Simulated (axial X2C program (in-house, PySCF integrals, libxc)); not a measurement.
**Outer orbitals of ZrB⁻ at 2.207 Å, HF**

All values were computed with an in-house relativistic program for diatomic molecules. Spin-free means the one-electron spin-free X2C Hamiltonian; two-component (2c) means X2C with spin–orbit coupling and atomic mean-field two-electron Coulomb and Gaunt terms, so the difference of the two also holds small scalar two-electron terms. Basis: Zr dyall-acv3z [12s13p10d6f3g], B dyall-av3z [8s7p3d2f] (cores contracted in-house); Gaussian nuclei, density fitting, unrestricted open shells. Masses: Zr 89.905 u, B 11.009 u.

The distance is close to the 2c PBE0 minimum; the highest filled and lowest empty levels are listed.

Spin-free orbitals, state M_S = 2, Λ = 2 (beyond evenly filled blocks: σα, π+α, π-α, δ+α) (Löwdin shares):

| symmetry | occupied | ε (eV) | atomic character |
| --- | --- | --- | --- |
| σβ | yes | -35.11 | 96% Zr p |
| π-β | yes | -34.74 | 98% Zr p |
| π+β | yes | -34.74 | 98% Zr p |
| σα | yes | -11.37 | 57% B s, 16% Zr d, 13% Zr p |
| σβ | yes | -6.25 | 55% B s, 17% Zr d, 13% Zr s |
| σα | yes | -4.23 | 59% B p, 28% Zr d, 6% B s |
| δ+α | yes | -4.08 | 97% Zr d |
| π+α | yes | -3.10 | 48% B p, 34% Zr d, 12% Zr p |
| π-α | yes | -2.98 | 54% B p, 29% Zr d, 11% Zr p |
| σα | yes | -2.57 | 44% Zr s, 26% Zr d, 21% B p |
| σβ | yes | -1.26 | 46% Zr p, 37% Zr s, 10% B p |
| π-β | no | 1.90 | 100% Zr p |
| π+β | no | 1.90 | 100% Zr p |
| σα | no | 1.90 | 98% Zr p |
| π+α | no | 1.90 | 100% Zr p |
| π-α | no | 1.90 | 100% Zr p |
| σβ | no | 1.91 | 97% Zr p |

Spinors with spin–orbit coupling (state Ω = 4):

```csv
ω,occupied,ε (eV),atomic character,λ mixture
1/2,yes,-35.02,98% Zr p,"88% π, 12% σ"
-1/2,yes,-34.74,96% Zr p,"87% σ, 13% π"
-3/2,yes,-34.09,98% Zr p,100% π
1/2,yes,-11.37,"57% B s, 16% Zr d, 13% Zr p",100% σ
-1/2,yes,-6.25,"55% B s, 17% Zr d, 13% Zr s",100% σ
1/2,yes,-4.24,"59% B p, 28% Zr d, 6% B s",100% σ
5/2,yes,-4.03,96% Zr d,100% δ
3/2,yes,-3.09,"48% B p, 34% Zr d, 11% Zr p",100% π
-1/2,yes,-2.99,"54% B p, 29% Zr d, 11% Zr p",100% π
1/2,yes,-2.58,"44% Zr s, 26% Zr d, 21% B p",100% σ
-1/2,yes,-1.26,"46% Zr p, 37% Zr s, 10% B p",100% σ
-3/2,no,1.90,100% Zr p,100% π
1/2,no,1.90,100% Zr p,100% π
3/2,no,1.90,100% Zr p,100% π
-1/2,no,1.90,100% Zr p,"94% π, 6% σ"
1/2,no,1.90,98% Zr p,100% σ
-1/2,no,1.91,98% Zr p,"94% σ, 6% π"
```

Mulliken charges and populations of the two-component result (they depend on the basis, above all on diffuse functions):

Zr -0.55 e (s 9.34 p 18.78 d 12.39 f 0.04), B -0.45 e (s 3.56 p 1.85 d 0.03 f 0.01). ⟨Lz⟩ = 2.00 ħ and ⟨Sz⟩ = 2.00 ħ (1.09 and 0.92 on the two atoms), which add up to Ω.

One determinant describes the state; a PBE0 search over occupations chose it and may have missed a lower one. PBE0 can misorder states that lie within some tenths of an eV, so this need not be the ground state of the molecule. The nearest other spin-free determinant of the search, M_S = 1, Λ = 1, lies 0.31 eV up at the distance of the search. With several unpaired electrons one determinant need not be a pure state. Open-shell Ω = 0 determinants with evenly filled partner blocks cannot be reached by this program, so the Ω shown need not be the lowest component. The determinant is spin-polarised beyond a pure state at some levels (its spin-free form has ⟨S²⟩ too high), which makes Re and μ there less reliable. The stretched end of a curve changes character and is left out.
